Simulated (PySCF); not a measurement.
**PySCF run on GeF**

Input:

```python
from pyscf import gto, dft, tdscf

mol = gto.M(
    atom='Ge 0 0 0; F 0 0 1.775',
    basis='def2-svp',
    charge=0,
    spin=1,
    symmetry=True,
    verbose=4,
)
mf = dft.UKS(mol, xc='revpbe')
mf = mf.density_fit(auxbasis='def2-universal-jkfit')
mf.kernel()
td = tdscf.TDA(mf)
td.nstates = 8
td.kernel()
td.analyze()
mf.dip_moment()
print('orbital energies (hartree):', [e[max(0, n-3):n+3].round(4) for e, n in zip(mf.mo_energy, mol.nelec)])
```

```bash
$ OMP_NUM_THREADS=1 python input.py
```

The log (some set-up lines and the per-cycle HOMO/LUMO lines with their warnings removed):

```
PySCF version 2.14.0

[INPUT] verbose = 4
[INPUT] num. atoms = 2
[INPUT] num. electrons = 41
[INPUT] charge = 0
[INPUT] spin (= nelec alpha-beta = 2S) = 1
[INPUT] symmetry True subgroup None
[INPUT] Mole.unit = angstrom
[INPUT] Symbol           X                Y                Z      unit          X                Y                Z       unit  Magmom
[INPUT]  1 Ge     0.000000000000   0.000000000000   0.000000000000 AA    0.000000000000   0.000000000000   0.000000000000 Bohr   0.0
[INPUT]  2 F      0.000000000000   0.000000000000   1.775000000000 AA    0.000000000000   0.000000000000   3.354263871103 Bohr   0.0

nuclear repulsion = 85.8608657718085
point group symmetry = Coov
symmetry origin: [0.         0.         0.73630183]
symmetry axis x: [1. 0. 0.]
symmetry axis y: [0. 1. 0.]
symmetry axis z: [0. 0. 1.]
num. orbitals of irrep A1 = 18
num. orbitals of irrep E1x = 10
num. orbitals of irrep E1y = 10
num. orbitals of irrep E2x = 4
num. orbitals of irrep E2y = 4
number of shells = 18
number of NR pGTOs = 98
number of NR cGTOs = 46
basis = def2-svp
ecp = {}

******** <class 'pyscf.df.df_jk.DFSymAdaptedUKS'> ********
method = DFSymAdaptedUKS
initial guess = minao
damping factor = 0
level_shift factor = 0
DIIS = <class 'pyscf.scf.diis.CDIIS'>
diis_start_cycle = 1
diis_space = 8
diis_damp = 0
SCF conv_tol = 1e-09
SCF conv_tol_grad = None
SCF max_cycles = 50
direct_scf = False
number electrons alpha = 21  beta = 20
XC library pyscf.dft.libxc version 7.0.0
    S. Lehtola, C. Steigemann, M. J.T. Oliveira, and M. A.L. Marques.,  SoftwareX 7, 1–5 (2018)
XC functionals = revpbe
    Y. Zhang and W. Yang.,  Phys. Rev. Lett. 80, 890 (1998)
    J. P. Perdew, K. Burke, and M. Ernzerhof.,  Phys. Rev. Lett. 77, 3865 (1996)
    J. P. Perdew, K. Burke, and M. Ernzerhof.,  Phys. Rev. Lett. 78, 1396 (1997)
radial grids:
    Treutler-Ahlrichs [JCP 102, 346 (1995); DOI:10.1063/1.469408] (M4) radial grids

becke partition: Becke, JCP 88, 2547 (1988); DOI:10.1063/1.454033
pruning grids: <function nwchem_prune>
grids dens level: 3
symmetrized grids: True
atomic radii adjust function: <function treutler_atomic_radii_adjust>
small_rho_cutoff = 0
Freeze 0 electrons in irreps []
    41 free electrons in irreps A1 E1x E1y E2x E2y
Set gradient conv threshold to 3.16228e-05
tot grids = 34904
init E= -2175.6613833956

cycle= 1 E= -2176.19425174332  delta_E= -0.533  |g|= 0.559  |ddm|= 1.04

cycle= 2 E= -2173.34504467091  delta_E= 2.85  |g|= 2.53  |ddm|= 1.78

cycle= 3 E= -2176.28806454148  delta_E= -2.94  |g|= 0.206  |ddm|= 1.54

cycle= 4 E= -2176.29661924198  delta_E= -0.00855  |g|= 0.117  |ddm|= 0.215

cycle= 5 E= -2176.30037221997  delta_E= -0.00375  |g|= 0.0242  |ddm|= 0.0625

cycle= 6 E= -2176.30058086805  delta_E= -0.000209  |g|= 0.013  |ddm|= 0.024

cycle= 7 E= -2176.30057080751  delta_E= 1.01e-05  |g|= 0.0137  |ddm|= 0.00327

cycle= 8 E= -2176.30057446146  delta_E= -3.65e-06  |g|= 0.0134  |ddm|= 0.00103

cycle= 9 E= -2176.30057460108  delta_E= -1.4e-07  |g|= 0.0134  |ddm|= 0.000227

cycle= 10 E= -2176.30056308197  delta_E= 1.15e-05  |g|= 0.0142  |ddm|= 0.00181

[30 cycles left out]
cycle= 41 E= -2176.30056027445  delta_E= 2.45e-06  |g|= 0.0143  |ddm|= 0.00112

cycle= 42 E= -2176.30056037497  delta_E= -1.01e-07  |g|= 0.0143  |ddm|= 0.000715

cycle= 43 E= -2176.30055705187  delta_E= 3.32e-06  |g|= 0.0144  |ddm|= 0.000885

cycle= 44 E= -2176.30055742384  delta_E= -3.72e-07  |g|= 0.0145  |ddm|= 0.00397

cycle= 45 E= -2176.30055685442  delta_E= 5.69e-07  |g|= 0.0144  |ddm|= 0.00327

cycle= 46 E= -2176.30056941375  delta_E= -1.26e-05  |g|= 0.0134  |ddm|= 0.00354

cycle= 47 E= -2176.30056043211  delta_E= 8.98e-06  |g|= 0.014  |ddm|= 0.00279

cycle= 48 E= -2176.30055942241  delta_E= 1.01e-06  |g|= 0.0143  |ddm|= 0.00246

cycle= 49 E= -2176.30056961136  delta_E= -1.02e-05  |g|= 0.0121  |ddm|= 0.00485

cycle= 50 E= -2176.30057119725  delta_E= -1.59e-06  |g|= 0.0134  |ddm|= 0.00392
SCF not converged.
SCF energy = -2176.30057119725 after 50 cycles  <S^2> = 0.75308154  2S+1 = 2.0030792

******** <class 'pyscf.tdscf.uks.TDA'> for <class 'pyscf.df.df_jk.DFSymAdaptedUKS'> ********
nstates = 8
deg_eia_thresh = 1.000e-03
wfnsym = None
conv_tol = 1e-05
eigh lindep = 1e-12
eigh level_shift = 0
eigh max_cycle = 100

WARN: Ground state SCF is not converged

Excitation energies (eV)
[3.1080635  4.62826611 5.36071786 5.36657327 6.07747508 6.30504418
 6.47912728 6.48903394]

** Excitation energies and oscillator strengths **
Excited State   1:  E1x      3.10806 eV    398.91 nm  f=0.0031
      21a ->   23a     -0.99787
Excited State   2:  E1y      4.62827 eV    267.88 nm  f=0.0059
      20a ->   22a     -0.85519
      20b ->   22b      0.50691
Excited State   3:  E2y      5.36072 eV    231.28 nm  f=0.0000
      18a ->   22a      0.98905
      18b ->   22b     -0.10342
      19b ->   21b     -0.10342
Excited State   4:  ???      5.36657 eV    231.03 nm  f=0.0021
      19a ->   22a      0.88284
      18b ->   21b     -0.21813
      19b ->   22b     -0.40609
Excited State   5:  E1x      6.07748 eV    204.01 nm  f=0.0700
      21a ->   27a      0.11615
      20b ->   21b     -0.98745
Excited State   6:  E1y      6.30504 eV    196.64 nm  f=0.0861
      17a ->   22a      0.25893
      20a ->   22a     -0.49180
      21a ->   28a      0.11111
      20b ->   22b     -0.81851
Excited State   7:  ???      6.47913 eV    191.36 nm  f=0.0000
      18b ->   21b     -0.78032
      19b ->   22b      0.61776
Excited State   8:  E2y      6.48903 eV    191.07 nm  f=0.0000
      18a ->   22a      0.14660
      18b ->   22b      0.69918
      19b ->   21b      0.69918

** Transition electric dipole moments (AU) **
state          X           Y           Z        Dip. S.      Osc.
  1        -0.2019     -0.0000      0.0000      0.0407      0.0031
  2        -0.0000     -0.2275     -0.0000      0.0518      0.0059
  3         0.0000      0.0000     -0.0000      0.0000      0.0000
  4        -0.0000      0.0000      0.1250      0.0156      0.0021
  5        -0.6857      0.0000      0.0000      0.4701      0.0700
  6         0.0000     -0.7467      0.0000      0.5575      0.0861
  7         0.0000     -0.0000     -0.0076      0.0001      0.0000
  8        -0.0000     -0.0000     -0.0000      0.0000      0.0000

** Transition velocity dipole moments (imaginary part, AU) **
state          X           Y           Z        Dip. S.      Osc.
  1         0.0563     -0.0000      0.0000      0.0032      0.0185
  2        -0.0000     -0.0193     -0.0000      0.0004      0.0015
  3         0.0000      0.0000     -0.0000      0.0000      0.0000
  4         0.0000      0.0000     -0.0225      0.0005      0.0017
  5        -0.0819      0.0000      0.0000      0.0067      0.0200
  6         0.0000     -0.0656      0.0000      0.0043      0.0124
  7         0.0000     -0.0000     -0.0006      0.0000      0.0000
  8        -0.0000     -0.0000      0.0000      0.0000      0.0000

** Transition magnetic dipole moments (imaginary part, AU) **
state          X           Y           Z
  1         0.0000     -0.9023     -0.0000
  2         0.3000     -0.0000     -0.0000
  3        -0.0000      0.0000     -0.0059
  4        -0.0000     -0.0000      0.0000
  5        -0.0000     -0.7584     -0.0000
  6         1.0226     -0.0000      0.0000
  7         0.0000      0.0000      0.0000
  8        -0.0000      0.0000      0.0127
Dipole moment(X, Y, Z, Debye):  0.00000,  0.00000, -1.60872
orbital energies (hartree): [array([-0.3364, -0.3189, -0.1375, -0.1375, -0.0211,  0.1224]), array([-0.3261, -0.3261, -0.3042, -0.0857, -0.0857, -0.0075])]
```

In short: not converged: SCF after 50 cycles.

Hardware: Arm Neoverse V2, 1 thread, shared host. Wall time 21 s, peak memory 0.22 GiB.

The run did not converge; its numbers are not results. With symmetry on the solver can miss roots, and labels of degenerate states are those of a subgroup.
